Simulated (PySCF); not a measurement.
CH$_{10}$N$_{2}$Si$_{2}$ (SMILES N[SiH2]C[SiH2]N), singlet, at a GFN2-xTB geometry, atoms displaced at random by about 0.03 Å a coordinate; PBE/STO-3G, gradient by finite differences in PySCF.

PySCF was given this input:
```python
from pyscf import gto, scf, dft

mol = gto.Mole()
mol.atom = '''
    Si    1.61903585   -0.46715812   -0.08773089
    N     2.93166933    0.55863811    0.11127075
    C     0.02136159    0.54832705    0.00200173
    Si   -1.62678891   -0.39056695    0.06020435
    N    -3.03507782    0.50122119    0.24139480
    H     1.78406896   -1.44248739    0.98871377
    H     1.54512677   -1.21570484   -1.36028611
    H     3.86848336    0.27204357    0.04974532
    H     2.93402642    1.50555493   -0.45667333
    H     0.00846782    1.29345831   -0.78365427
    H     0.06240508    1.13103938    0.87174492
    H    -1.56468740   -1.36132844    1.14473397
    H    -1.75254230   -1.06047559   -1.31133197
    H    -3.32025179    1.15450950   -0.53071234
    H    -3.14173832    0.91569715    1.15862865
'''
mol.basis = 'sto-3g'
mol.verbose = 4
mol.build()

mf = dft.RKS(mol)
mf.xc = 'pbe'
mf.conv_tol = 1e-11
mf.kernel()
scan, done = mf.as_scanner(), []
scan.scf_summary = {}
def energy(d):
    c = mol.atom_coords()
    c[2, 2] += d
    e = scan(mol.set_geom_(c, unit='Bohr', inplace=False))
    done.append(scan.converged)
    return e
h = 0.05
fd = (energy(h) - energy(-h)) / (2 * h)
print('dE/dx =', fd)
```

The log (banner, timings and long lists left out):

```
PySCF version 2.14.0

[INPUT] verbose = 4
[INPUT] num. atoms = 15
[INPUT] num. electrons = 58
[INPUT] charge = 0
[INPUT] spin (= nelec alpha-beta = 2S) = 0
[INPUT] symmetry False subgroup None
[INPUT] Mole.unit = angstrom
[INPUT] Symbol           X                Y                Z      unit          X                Y                Z       unit  Magmom
[...]
nuclear repulsion = 291.62122086429
number of shells = 29
number of NR pGTOs = 129
number of NR cGTOs = 43
basis = sto-3g
ecp = {}

******** <class 'pyscf.dft.rks.RKS'> ********
method = RKS
initial guess = minao
damping factor = 0
level_shift factor = 0
DIIS = <class 'pyscf.scf.diis.CDIIS'>
diis_start_cycle = 1
diis_space = 8
diis_damp = 0
SCF conv_tol = 1e-11
SCF conv_tol_grad = None
SCF max_cycles = 50
direct_scf = True
direct_scf_tol = 1e-13
XC library pyscf.dft.libxc version 7.1.2
    S. Lehtola, C. Steigemann, M. J. T. Oliveira, and M. A. L. Marques,  SoftwareX 7, 1–5 (2018)
XC functionals = pbe
    J. P. Perdew, K. Burke, and M. Ernzerhof,  Phys. Rev. Lett. 77, 3865 (1996)
    J. P. Perdew, K. Burke, and M. Ernzerhof,  Phys. Rev. Lett. 78, 1396 (1997)
    J. P. Perdew, K. Burke, and M. Ernzerhof,  Phys. Rev. Lett. 77, 3865 (1996)
    J. P. Perdew, K. Burke, and M. Ernzerhof,  Phys. Rev. Lett. 78, 1396 (1997)
radial grids:
    Treutler-Ahlrichs [JCP 102, 346 (1995); DOI:10.1063/1.469408] (M4) radial grids

becke partition: Becke, JCP 88, 2547 (1988); DOI:10.1063/1.454033
pruning grids: <function nwchem_prune>
grids dens level: 3
symmetrized grids: False
atomic radii adjust function: <function treutler_atomic_radii_adjust>
small_rho_cutoff = 0
Set gradient conv threshold to 3.16228e-06
Initial guess from minao.
tot grids = 178368
init E= -723.419100193913
[...]
cycle= 1 E= -723.262509978822  delta_E= 0.157  |g|= 0.751  |ddm|=  4.5
[...]
cycle= 2 E= -723.134769413357  delta_E= 0.128  |g|=    1  |ddm|= 2.37
[...]
cycle= 3 E= -723.440434937843  delta_E= -0.306  |g|= 0.0591  |ddm|= 1.47
[...]
cycle= 4 E= -723.441758362544  delta_E= -0.00132  |g|= 0.0296  |ddm|= 0.163
[...]
cycle= 5 E= -723.442015943108  delta_E= -0.000258  |g|= 0.00642  |ddm|= 0.047
[...]
cycle= 6 E= -723.442031298156  delta_E= -1.54e-05  |g|= 0.00167  |ddm|= 0.0137
[...]
cycle= 7 E= -723.442032281143  delta_E= -9.83e-07  |g|= 0.000349  |ddm|= 0.00309
[...]
cycle= 8 E= -723.442032320232  delta_E= -3.91e-08  |g|= 7.17e-05  |ddm|= 0.000597
[...]
cycle= 9 E= -723.442032322006  delta_E= -1.77e-09  |g|= 7.63e-06  |ddm|= 0.000127
[...]
cycle= 10 E= -723.44203232203  delta_E= -2.41e-11  |g|= 1.45e-06  |ddm|= 1.77e-05
[...]
cycle= 11 E= -723.44203232203  delta_E= -2.27e-13  |g|= 4.5e-07  |ddm|= 3.81e-06
[...]
Extra cycle  E= -723.442032322033  delta_E= -2.5e-12  |g|= 3.89e-07  |ddm|= 1.52e-06
converged SCF energy = -723.442032322033
Create scanner for <class 'pyscf.dft.rks.RKS'>

WARN: Mole.unit (angstrom) is changed to Bohr

New geometry
   1 Si     1.619035850000  -0.467158120000  -0.087730890000 AA    3.059534342352  -0.882800903667  -0.165787354764 Bohr
   2 N      2.931669330000   0.558638110000   0.111270750000 AA    5.540052121487   1.055673030645   0.210271243175 Bohr
   3 C      0.021361590000   0.548327050000   0.028460590546 AA    0.040367554685   1.036187951191   0.053782721475 Bohr
   4 Si    -1.626788910000  -0.390566950000   0.060204350000 AA   -3.074185502380  -0.738064568807   0.113769733007 Bohr
   5 N     -3.035077820000   0.501221190000   0.241394800000 AA   -5.735465846542   0.947170776929   0.456170059894 Bohr
   6 H      1.784068960000  -1.442487390000   0.988713770000 AA    3.371401721738  -2.725906105239   1.868398240886 Bohr
   7 H      1.545126770000  -1.215704840000  -1.360286110000 AA    2.919866423034  -2.297349195908  -2.570568198950 Bohr
   8 H      3.868483360000   0.272043570000   0.049745320000 AA    7.310374067837   0.514087841249   0.094005030779 Bohr
   9 H      2.934026420000   1.505554930000  -0.456673330000 AA    5.544506376038   2.845086483189  -0.862987522093 Bohr
[...]
converged SCF energy = -723.440496337516
[...]

WARN: Mole.unit (angstrom) is changed to Bohr

New geometry
   1 Si     1.619035850000  -0.467158120000  -0.087730890000 AA    3.059534342352  -0.882800903667  -0.165787354764 Bohr
   2 N      2.931669330000   0.558638110000   0.111270750000 AA    5.540052121487   1.055673030645   0.210271243175 Bohr
   3 C      0.021361590000   0.548327050000  -0.024457130546 AA    0.040367554685   1.036187951191  -0.046217278525 Bohr
   4 Si    -1.626788910000  -0.390566950000   0.060204350000 AA   -3.074185502380  -0.738064568807   0.113769733007 Bohr
   5 N     -3.035077820000   0.501221190000   0.241394800000 AA   -5.735465846542   0.947170776929   0.456170059894 Bohr
   6 H      1.784068960000  -1.442487390000   0.988713770000 AA    3.371401721738  -2.725906105239   1.868398240886 Bohr
   7 H      1.545126770000  -1.215704840000  -1.360286110000 AA    2.919866423034  -2.297349195908  -2.570568198950 Bohr
   8 H      3.868483360000   0.272043570000   0.049745320000 AA    7.310374067837   0.514087841249   0.094005030779 Bohr
   9 H      2.934026420000   1.505554930000  -0.456673330000 AA    5.544506376038   2.845086483189  -0.862987522093 Bohr
  10 H      0.008467820000   1.293458310000  -0.783654270000 AA    0.016001860672   2.444281959443  -1.480891946646 Bohr
  11 H      0.062405080000   1.131039380000   0.871744920000 AA    0.117928509982   2.137354664298   1.647359149281 Bohr
  12 H     -1.564687400000  -1.361328440000   1.144733970000 AA   -2.956830656558  -2.572537917181   2.163233688786 Bohr
  13 H     -1.752542300000  -1.060475590000  -1.311331970000 AA   -3.311824968715  -2.004008426887  -2.478058281686 Bohr
  14 H     -3.320251790000   1.154509500000  -0.530712340000 AA   -6.274366547697   2.181706763209  -1.002900973527 Bohr
  15 H     -3.141738320000   0.915697150000   1.158628650000 AA   -5.937024979851   1.730416826545   2.189490828575 Bohr

******** <class 'pyscf.scf.hf.RKS_Scanner'> ********
method = RKS_Scanner
initial guess = minao
damping factor = 0
level_shift factor = 0
DIIS = <class 'pyscf.scf.diis.CDIIS'>
diis_start_cycle = 1
diis_space = 8
diis_damp = 0
SCF conv_tol = 1e-11
SCF conv_tol_grad = None
SCF max_cycles = 50
direct_scf = True
direct_scf_tol = 1e-13
XC library pyscf.dft.libxc version 7.1.2
    S. Lehtola, C. Steigemann, M. J. T. Oliveira, and M. A. L. Marques,  SoftwareX 7, 1–5 (2018)
XC functionals = pbe
    J. P. Perdew, K. Burke, and M. Ernzerhof,  Phys. Rev. Lett. 77, 3865 (1996)
    J. P. Perdew, K. Burke, and M. Ernzerhof,  Phys. Rev. Lett. 78, 1396 (1997)
    J. P. Perdew, K. Burke, and M. Ernzerhof,  Phys. Rev. Lett. 77, 3865 (1996)
    J. P. Perdew, K. Burke, and M. Ernzerhof,  Phys. Rev. Lett. 78, 1396 (1997)
radial grids:
    Treutler-Ahlrichs [JCP 102, 346 (1995); DOI:10.1063/1.469408] (M4) radial grids

becke partition: Becke, JCP 88, 2547 (1988); DOI:10.1063/1.454033
pruning grids: <function nwchem_prune>
grids dens level: 3
symmetrized grids: False
atomic radii adjust function: <function treutler_atomic_radii_adjust>
small_rho_cutoff = 0
Set gradient conv threshold to 3.16228e-06
tot grids = 178368
init E= -723.441460776433
[...]
cycle= 1 E= -723.441656043788  delta_E= -0.000195  |g|= 0.0186  |ddm|= 0.0963
[...]
cycle= 2 E= -723.441791761117  delta_E= -0.000136  |g|= 0.0086  |ddm|= 0.0568
[...]
cycle= 3 E= -723.441825005791  delta_E= -3.32e-05  |g|= 0.00208  |ddm|= 0.0189
[...]
cycle= 4 E= -723.441826476796  delta_E= -1.47e-06  |g|= 0.000302  |ddm|= 0.00354
[...]
cycle= 5 E= -723.441826507642  delta_E= -3.08e-08  |g|= 7.27e-05  |ddm|= 0.000595
[...]
cycle= 6 E= -723.441826509278  delta_E= -1.64e-09  |g|= 2.7e-05  |ddm|= 0.000138
[...]
cycle= 7 E= -723.441826509513  delta_E= -2.35e-10  |g|= 3.45e-06  |ddm|= 4.37e-05
[...]
cycle= 8 E= -723.441826509515  delta_E= -1.59e-12  |g|= 7.11e-07  |ddm|= 6.77e-06
[...]
Extra cycle  E= -723.441826509513  delta_E= 1.14e-12  |g|= 7.88e-07  |ddm|= 2.52e-06
converged SCF energy = -723.441826509513
dE/dx = 0.013301719972105275
```
